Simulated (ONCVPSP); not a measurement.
# In: variants of one ONCV potential

Base potential:

```
Element                 : indium (In)
Generator               : ONCVPSP 4.0.1
Type                    : optimised norm-conserving Vanderbilt (ONCV)
Functional              : BLYP
Relativity              : fully relativistic
Frozen core             : [Ar] 3d10
Valence charge          : 21
Reference configuration : 4s2 4p6 4d10 5s1.5 5p1.5
Partial waves           : 4s+5s: rc 1.55 bohr, ncon 4, nbas 7, qcut 7.4 1/bohr, 2 projectors; 4p+5p: rc 1.25 bohr, ncon 4, nbas 7, qcut 11.4 1/bohr, 2 projectors; 4d: rc 1.35 bohr, ncon 3, nbas 8, qcut 9.9 1/bohr, 2 projectors, debl 1.5 Ha
Local potential         : polynomial inside 1.15 bohr (lpopt 5, dvloc0 4 Ha)
Core correction         : none
```

Open shells are filled in proportion to 2j + 1.

All-electron outer shells of the reference configuration (BLYP, scalar-relativistic, ld1.x):

```
shell  level (eV)  outermost node (bohr)  outermost maximum (bohr)
   3p     -649.82                   0.14                      0.31
   3d     -433.47                      –                      0.26
   4s     -120.27                   0.41                      0.77
   4p      -78.74                   0.42                      0.82
   4d      -19.24                   0.40                      0.94
   5s       -8.67                   1.02                      2.13
   5p       -2.81                   1.14                      2.81
```

Cutoffs, loose and tight: the cutoffs (Ha) at which the residual kinetic energy of the hardest occupied pseudo-wave falls to 1 and 0.1 mHa per electron. They do not see the model core or the augmentation charge, which bear on the density cutoff. Test errors are all-electron minus pseudo excitation energies from the reference, over the configurations 4s2 4p6 4d10 5s2 5p1; 4s2 4p6 4d10 5s2 5p0; 4s2 4p6 4d10 5s1 5p0; 4s2 4p6 4d10 5s1 5p1. A dash means not determined; rows that change the core or the reference have their own tests.

| change | outcome | cutoff, loose | cutoff, tight | bound ghosts | GHOST(+) flags above zero | largest test error (meV) |
| --- | --- | --- | --- | --- | --- | --- |
| base | generated | 43 Ha | 52 Ha | none | none | +0.5 |
| all radii scaled by about 0.89 (s 1.38, p 1.12, d 1.20 bohr); local potential polynomial inside 1.02 bohr (lpopt 5, dvloc0 4 Ha) | generated | 50 Ha | 58 Ha | none | none | +0.8 |
| all radii scaled by about 1.11 (s 1.72, p 1.38, d 1.50 bohr); local potential polynomial inside 1.28 bohr (lpopt 5, dvloc0 4 Ha) | generated | 35 Ha | 45 Ha | none | none | +0.4 |
| all radii scaled by about 1.18 (s 1.82, p 1.48, d 1.60 bohr); local potential polynomial inside 1.36 bohr (lpopt 5, dvloc0 4 Ha) | generated | 34 Ha | 42 Ha | none | none | +0.3 |
| all radii scaled by about 1.28 (s 1.98, p 1.60, d 1.72 bohr); local potential polynomial inside 1.46 bohr (lpopt 5, dvloc0 4 Ha) | generated | 32 Ha | 41 Ha | none | none | +0.3 |

Task: What comes out with this change to the base: all radii scaled by about 0.77 (s 1.20, p 0.96, d 1.04 bohr); local potential polynomial inside 0.88 bohr (lpopt 5, dvloc0 4 Ha)?

Result: outcome: generated; cutoff, loose: 65 Ha; cutoff, tight: 89 Ha; bound ghosts: none; GHOST(+) flags above zero: s; largest test error (meV): +0.9.

Reading the sweep of the scale of all radii (base = 1) (base included, trends over the rows without a ghost): The loose cutoff falls from 65 Ha at 0.77 to 32 Ha at 1.28. A larger radius leaves more room for a smooth pseudo-wave, so fewer plane waves are needed; a smaller one forces it to follow the all-electron wave where it bends sharply. The median size of the test errors (rows with all tests solved) stays near 0.2 meV.
